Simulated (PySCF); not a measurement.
# Bond curve of PdH

Set-up: H def2-TZVPP, Pd def2-TZVPP with ECP28; scalar-relativistic core potentials (PySCF 2.14). Energies in eV from H + Pd (4d10) in their ground configurations at the same level. State: ²Σ⁺ (doublet), unpaired electrons σ ↑.

All columns are PBE0. A positive dipole means H(−)Pd(+).

| R (Å) | E (eV) | μ (D) | Mulliken charge on H (basis-dependent) | HOMO (eV) | LUMO (eV) | Mayer bond order | ⟨S²⟩ |
| --- | --- | --- | --- | --- | --- | --- | --- |
| 1.317 | -2.036 | 1.73 | -0.12 | -5.93 | -2.95 | 1.13 | 0.75 |
| 1.379 | -2.304 | 1.84 | -0.11 | -6.01 | -2.96 | 1.11 | 0.75 |
| 1.440 | -2.455 | 1.95 | -0.11 | -6.08 | -2.97 | 1.09 | 0.75 |
| 1.486 | -2.510 | 2.03 | -0.11 | -6.14 | -2.98 | 1.07 | 0.75 |
| 1.532 | -2.526 | 2.10 | -0.11 | -6.20 | -2.99 | 1.06 | 0.75 |
| 1.578 | -2.510 | 2.18 | -0.11 | -6.25 | -3.01 | 1.05 | 0.75 |
| 1.639 | -2.450 | 2.28 | -0.11 | -6.32 | -3.03 | 1.03 | 0.75 |
| 1.716 | -2.329 | 2.40 | -0.12 | -6.40 | -3.07 | 1.02 | 0.75 |
| 1.808 | -2.139 | 2.54 | -0.12 | -6.47 | -3.12 | 1.00 | 0.75 |
| 1.930 | -1.845 | 2.71 | -0.13 | -6.55 | -3.19 | 0.98 | 0.75 |

A fit through these points gives, at Re = 1.530 Å, μ = 2.10 D and dμ/dR = 1.68 D/Å; the reduced mass is 0.9983 u.

Q: How strong is the fundamental in the double-harmonic approximation, I = 42.26·(dμ/dR)²/μred km/mol?

A: I = 42.26·(1.68)²/0.9983 = 119 km/mol at PBE0.

The metal atom is held in its measured ground configuration; semilocal functionals can put another filling of s and d lower by some tenths of an eV, and De to that atom would be smaller. Spin–orbit coupling is left out. With d or f electrons several states lie close, and the lowest PBE0 determinant need not be the measured ground state.
